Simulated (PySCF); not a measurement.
**4-bromocumene, C$_{9}$H$_{11}$Br**

Geometry:
| atom | x (Å) | y (Å) | z (Å) |
| --- | --- | --- | --- |
| C1 | -2.637 | 1.097 | -0.292 |
| C2 | -1.936 | -0.168 | -0.785 |
| C3 | -2.606 | -1.428 | -0.239 |
| C4 | -0.455 | -0.144 | -0.470 |
| C5 | 0.498 | -0.154 | -1.493 |
| C6 | 1.864 | -0.131 | -1.219 |
| C7 | 2.290 | -0.097 | 0.106 |
| Br8 | 4.137 | -0.066 | 0.496 |
| C9 | 1.365 | -0.087 | 1.149 |
| C10 | 0.005 | -0.110 | 0.852 |
| H11 | -3.697 | 1.097 | -0.589 |
| H12 | -2.165 | 2.002 | -0.703 |
| H13 | -2.600 | 1.171 | 0.807 |
| H14 | -2.025 | -0.193 | -1.885 |
| H15 | -3.666 | -1.466 | -0.535 |
| H16 | -2.568 | -1.456 | 0.862 |
| H17 | -2.113 | -2.338 | -0.613 |
| H18 | 0.166 | -0.180 | -2.535 |
| H19 | 2.595 | -0.139 | -2.029 |
| H20 | 1.708 | -0.060 | 2.184 |
| H21 | -0.711 | -0.101 | 1.678 |

Theory: PySCF 2.14.0, TDDFT CAM-B3LYP/def2-SVPD excited states, vertical, gas phase. Geometry: PBE0-D3(BJ)/def2-SVP.

The calculation is non-relativistic, which matters for the atoms heavier than Zn.

Task: Give the one- and two-photon strengths of the lowest singlets.

Result: δ for parallel linear polarisation; σ at the peak of a Lorentzian of half width 0.1 eV, single beam; Ω is circular over linear.
| state | E (eV) | f | photon λ (nm) | δ (au) | σ (GM) | Ω | main |
| --- | --- | --- | --- | --- | --- | --- | --- |
| S1 | 5.21 | 0.004 | 476 | 2.99 | 0.03 | 1.19 | HOMO→LUMO 0.57, HOMO−1→LUMO+1 0.21 |
| S2 | 5.68 | 0.000 | 437 | 5.66 | 0.07 | 1.50 | HOMO→LUMO+2 0.76 |
| S3 | 5.78 | 0.202 | 429 | 25.5 | 0.31 | 0.89 | HOMO→LUMO+1 0.64, HOMO→LUMO 0.18 |
| S4 | 6.68 | 0.143 | 371 | 14.3 | 0.23 | 1.47 | HOMO−2→LUMO+2 0.35, HOMO−1→LUMO+1 0.23 |
| S5 | 6.74 | 0.229 | 368 | 7.11 | 0.12 | 0.92 | HOMO−2→LUMO+2 0.38, HOMO−1→LUMO 0.26 |
| S6 | 6.77 | 0.655 | 366 | 39.9 | 0.67 | 0.85 | HOMO−1→LUMO+1 0.39, HOMO−1→LUMO 0.36 |

Among these, the strongest one-photon state is S6, the strongest two-photon state S6, with a dipole change of 0.9 D (relaxed, norm of the difference vector).
